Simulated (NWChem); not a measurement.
System: SeBrF; SMILES F[Se]Br

The following NWChem deck was run.

```
start job
memory heap 200 mb stack 900 mb global 1100 mb
geometry units angstroms noautosym nocenter noautoz
  Se     0.380320     0.934907     0.000000
  F     -1.256954     1.573489     0.000000
  Br    -0.066883    -1.320530     0.000000
end
basis spherical
  * library sto-3g
end
dft
  xc hfexch
  iterations 150
end
property
  shielding
end
task dft property
```

Output (shortened):

```
             Northwest Computational Chemistry Package (NWChem) 7.3.0
             --------------------------------------------------------

                             Geometry "geometry" -> ""
                             -------------------------

 Output coordinates in angstroms (scale by  1.889725989 to convert to a.u.)

  No.       Tag          Charge          X              Y              Z
 ---- ---------------- ---------- -------------- -------------- --------------
    1 Se                  34.0000     0.38032000     0.93490700     0.00000000
    2 F                    9.0000    -1.25695400     1.57348900     0.00000000
    3 Br                  35.0000    -0.06688300    -1.32053000     0.00000000

 Effective nuclear repulsion energy (a.u.)     419.2807724807

  xc_inp: hfexch multiplicative factor not found.
                              NWChem Property Module
                              ----------------------

  itol2e modified to match energy
  convergence criterion.

                                 NWChem DFT Module
                                 -----------------

 Summary of "ao basis" -> "ao basis" (spherical)
 ------------------------------------------------------------------------------
       Tag                 Description            Shells   Functions and Types
 ---------------- ------------------------------  ------  ---------------------
 Se                          sto-3g                  8       18   4s3p1d
 F                           sto-3g                  3        5   2s1p
 Br                          sto-3g                  8       18   4s3p1d

  itol2e modified to match energy
  convergence criterion.

            General Information
            -------------------
          SCF calculation type: DFT
          Wavefunction type:  closed shell.
          No. of atoms     :     3
          No. of electrons :    78
           Alpha electrons :    39
            Beta electrons :    39
          Charge           :     0
          Spin multiplicity:     1
          Use of symmetry is: off; symmetry adaption is: off
          Maximum number of iterations: 150
          AO basis - number of functions:    41
                     number of shells:    19
          Convergence on energy requested:  1.00D-07
          Convergence on density requested:  1.00D-05
          Convergence on gradient requested:  5.00D-04

              XC Information
              --------------
                     Hartree-Fock (Exact) Exchange  1.000

      Superposition of Atomic Density Guess
      -------------------------------------

 Sum of atomic energies:       -5016.15792822

      Non-variational initial energy
      ------------------------------

 Total energy =   -5015.953865
 1-e energy   =   -7865.536807
 2-e energy   =    2430.302169
 HOMO         =      -0.097871
 LUMO         =       0.128778

   convergence    iter        energy       DeltaE   RMS-Dens  Diis-err
 ---------------- ----- ----------------- --------- --------- ---------
 d= 0,ls=0.0,diis     1  -5016.1847906587 -5.44D+03  1.60D-02  1.33D-01
 d= 0,ls=0.0,diis     2  -5016.2272442488 -4.25D-02  2.94D-03  6.52D-03
 d= 0,ls=0.0,diis     3  -5016.2292328445 -1.99D-03  1.51D-03  5.83D-04
 d= 0,ls=0.0,diis     4  -5016.2295347705 -3.02D-04  2.96D-04  1.80D-05
 d= 0,ls=0.0,diis     5  -5016.2295447031 -9.93D-06  3.57D-05  3.29D-07
 d= 0,ls=0.0,diis     6  -5016.2295448620 -1.59D-07  8.37D-06  1.64D-08
 d= 0,ls=0.0,diis     7  -5016.2295448727 -1.07D-08  4.12D-06  2.30D-09

         Total DFT energy =    -5016.229544872733
      One electron energy =    -7860.614235861027
           Coulomb energy =     2612.534228045603
    Exchange-Corr. energy =     -187.430309537970
 Nuclear repulsion energy =      419.280772480660

 Numeric. integr. density =        0.000000000000

                       DFT Final Molecular Orbital Analysis
                       ------------------------------------

 Vector   37  Occ=2.000000D+00  E=-3.788503D-01
              MO Center= -3.0D-02, -6.0D-01,  8.4D-13, r^2= 2.4D+00
   Bfn.  Coefficient  Atom+Function         Bfn.  Coefficient  Atom+Function
  ----- ------------  ---------------      ----- ------------  ---------------
    36      0.837199  3 Br pz                13      0.481442  1 Se pz
    23     -0.272947  2 F  pz                32     -0.247841  3 Br pz
     9     -0.137381  1 Se pz                28      0.082101  3 Br pz
     5      0.044516  1 Se pz

 Vector   38  Occ=2.000000D+00  E=-3.396856D-01
              MO Center= -7.7D-02, -8.7D-01,  1.2D-14, r^2= 2.3D+00
   Bfn.  Coefficient  Atom+Function         Bfn.  Coefficient  Atom+Function
  ----- ------------  ---------------      ----- ------------  ---------------
    34      0.943587  3 Br px                30     -0.276805  3 Br px
    21      0.254160  2 F  px                11     -0.219512  1 Se px
    10     -0.212185  1 Se s                 12     -0.158600  1 Se py
    26      0.091667  3 Br px                 7      0.064349  1 Se px
     8      0.047396  1 Se py                 6      0.043757  1 Se s

 Vector   39  Occ=2.000000D+00  E=-2.705769D-01
              MO Center=  1.6D-01,  3.0D-01, -5.0D-14, r^2= 2.6D+00
   Bfn.  Coefficient  Atom+Function         Bfn.  Coefficient  Atom+Function
  ----- ------------  ---------------      ----- ------------  ---------------
    13      0.852440  1 Se pz                36     -0.595177  3 Br pz
    23     -0.283209  2 F  pz                 9     -0.236592  1 Se pz
    32      0.171226  3 Br pz                 5      0.076563  1 Se pz
    28     -0.056655  3 Br pz

 Vector   40  Occ=0.000000D+00  E= 1.956868D-01
              MO Center=  1.6D-01, -6.8D-02,  4.5D-16, r^2= 2.4D+00
   Bfn.  Coefficient  Atom+Function         Bfn.  Coefficient  Atom+Function
  ----- ------------  ---------------      ----- ------------  ---------------
    12      0.909206  1 Se py                35      0.844779  3 Br py
    33      0.308383  3 Br s                 10     -0.300684  1 Se s
     8     -0.233252  1 Se py                31     -0.222567  3 Br py
    34      0.172979  3 Br px                11      0.161205  1 Se px
    22     -0.153092  2 F  py                 4      0.075405  1 Se py

[...]

          -----------------------------------------
          Chemical Shielding Tensors (GIAO, in ppm)
          -----------------------------------------

                                NWChem CPHF Module
                                ------------------

  scftype          =     RHF
  nclosed          =       39
  nopen            =        0
  variables        =       78
  # of vectors     =        3
  tolerance        = 0.10D-03
  level shift      = 0.00D+00
  max iterations   =       50
  max subspace     =       30

 SCF residual:    1.6016252995501096E-005

Iterative solution of linear equations
  No. of variables       78
  No. of equations        3
  Maximum subspace       30
        Iterations       50
       Convergence  1.0D-04

   iter   nsub   residual    time
   ----  ------  --------  ---------
     1      3    1.35D+00       4.6
     2      6    1.94D-01       5.5
     3      9    4.17D-02       6.4
     4     12    1.24D-02       7.2
     5     15    4.41D-03       8.0
     6     18    1.16D-03       8.8
     7     21    1.62D-04       9.6
     8     24    2.67D-05      10.4

      Atom:    1  Se
        Diamagnetic
   2975.3984     -0.2482     -0.0000
     -0.2482   2982.7176     -0.0000
     -0.0000     -0.0000   2965.6329

        Paramagnetic
   -840.9949   -291.2080     -0.0000
   -291.2080   -953.2859      0.0000
     -0.0000      0.0000   -909.5762

        Total Shielding Tensor
   2134.4034   -291.4562     -0.0000
   -291.4562   2029.4317      0.0000
     -0.0000      0.0000   2056.0567

           isotropic =    2073.2973
          anisotropy =     457.1470

          Principal Components and Axis System
                 1           2           3
             2378.0619   2056.0567   1785.7732

      1         0.7672      0.0000      0.6414
      2        -0.6414     -0.0000      0.7672
      3        -0.0000      1.0000      0.0000

      Atom:    2  F
        Diamagnetic
    482.3428    -19.4340     -0.0000
    -19.4340    448.4447      0.0000
     -0.0000      0.0000    436.5003

        Paramagnetic
      1.8865    116.8724     -0.0000
    116.8724    270.3284     -0.0000
     -0.0000     -0.0000     17.9660

        Total Shielding Tensor
    484.2292     97.4384     -0.0000
     97.4384    718.7732     -0.0000
     -0.0000     -0.0000    454.4663

           isotropic =     552.4896
          anisotropy =     302.2217

          Principal Components and Axis System
                 1           2           3
              753.9707    454.4663    449.0317

      1         0.3397     -0.0000      0.9405
      2         0.9405      0.0000     -0.3397
      3        -0.0000      1.0000      0.0000

      Atom:    3  Br
        Diamagnetic
   3092.4145      2.7010      0.0000
      2.7010   3109.1302     -0.0000
      0.0000     -0.0000   3091.3648

        Paramagnetic
    -54.9990     -5.7253      0.0000
     -5.7253    -48.3936     -0.0000
      0.0000     -0.0000   -388.0541

        Total Shielding Tensor
   3037.4156     -3.0243      0.0000
     -3.0243   3060.7365     -0.0000
      0.0000     -0.0000   2703.3106

           isotropic =    2933.8209
          anisotropy =     190.9522

          Principal Components and Axis System
                 1           2           3
             3061.1223   3037.0297   2703.3106

      1        -0.1265      0.9920     -0.0000
      2         0.9920      0.1265      0.0000
      3        -0.0000      0.0000      1.0000
```

Level: Hartree-Fock/STO-3G, GIAO. STO-3G and 3-21G are far too small for this property and stand as cheap habits. The geometry was optimised at PBE0/def2-SVP. The printed shielding anisotropy is the first printed principal value minus the mean of the other two.
